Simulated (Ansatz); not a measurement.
Cd3Te3H12, a cluster cut from zinc blende CdTe (hydrogen-capped), relaxed as a singlet with RKS PBE0-D4/def2-SVP in Ansatz, starting from the GFN1-xTB geometry. Force threshold 0.02 eV/Å.

In the def2 sets Cd, Te take a core potential; there is no spin–orbit coupling.

Start:

```xyz
18

Cd    1.884    2.304   -1.763
Cd    1.288   -1.460    2.843
Cd   -3.169   -0.854   -1.095
Te   -0.958    1.087   -2.099
Te   -1.391   -1.716    1.296
Te    2.347    0.632    0.811
H     1.498    3.769   -1.084
H     2.729    1.399   -2.871
H     0.819   -0.457    4.081
H     2.071   -2.818    2.294
H    -4.190    0.219   -0.341
H    -2.916   -2.136   -2.119
H    -1.825    2.415   -2.405
H    -0.939    0.723   -3.673
H    -2.448   -1.609    2.512
H    -1.575   -3.321    1.263
H     2.939    1.752    1.812
H     3.836    0.069    0.539
```

Problem. Estimate the energy that the relaxation releases and the steps that it takes.

Solution. 0.72 eV, in 4 steps; 43 s on 4 threads of Arm Neoverse V1 on a shared host. No frequencies were taken in this run, so the end may be a saddle point.

Problem. Does the start keep its bonding and symmetry?

Solution. By distances, no bond broke or formed. The bond that changes most is Cd3–Te5, from 3.10 to 3.46 Å (atoms count from 1). Point group D3h at the start, D3h at the end, both within 0.05 Å; within 0.015 Å the end is Cs.

Problem. Predict the relaxed structure.

Solution. 
```xyz
18

Cd    2.138    2.626   -2.005
Cd    1.470   -1.666    3.240
Cd   -3.603   -0.971   -1.251
Te   -0.957    1.087   -2.103
Te   -1.390   -1.709    1.300
Te    2.345    0.628    0.809
H     1.549    3.945   -1.127
H     2.844    1.449   -2.992
H     0.855   -0.471    4.265
H     2.165   -2.953    2.392
H    -4.369    0.239   -0.352
H    -3.033   -2.235   -2.219
H    -1.851    2.454   -2.404
H    -0.932    0.705   -3.720
H    -2.477   -1.594    2.552
H    -1.571   -3.360    1.250
H     2.945    1.787    1.837
H     3.873    0.039    0.526
```
Bond lengths (bridged metal pairs left out): 6 × Cd–H 1.69 Å; 6 × H–Te 1.66 Å.
